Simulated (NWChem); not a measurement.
# C₄H₃F; SMILES C#CC(=C)F

```xyz
8

C      0.0553     2.1947     0.0000
C     -0.0023     0.9712     0.0000
C     -0.0566    -0.4556     0.0000
C     -1.1792    -1.2028     0.0000
F      1.1580    -1.0510     0.0000
H      0.1027     3.2750     0.0000
H     -2.1628    -0.7168     0.0000
H     -1.1114    -2.2997     0.0000
```
Atoms are numbered in this order, from 1.

Program: NWChem. Pople sets run with spherical d functions. Structure relaxed at the PBE-D3(BJ)/def2-SVP level. Level: B3LYP/6-31G* with SMD (1 M gas to 1 M solution), gas-phase geometry.

Question: What does the run give for solvent water? Quantities: solvation free energy (kcal/mol); cavity-dispersion-structure term (kcal/mol); dipole in solution (D).

Answer: 
| Property | Result |
|---|---|
| solvation free energy (kcal/mol) | 1.0 |
| cavity-dispersion-structure term (kcal/mol) | 5.3 |
| dipole in solution (D) | 1.82 |
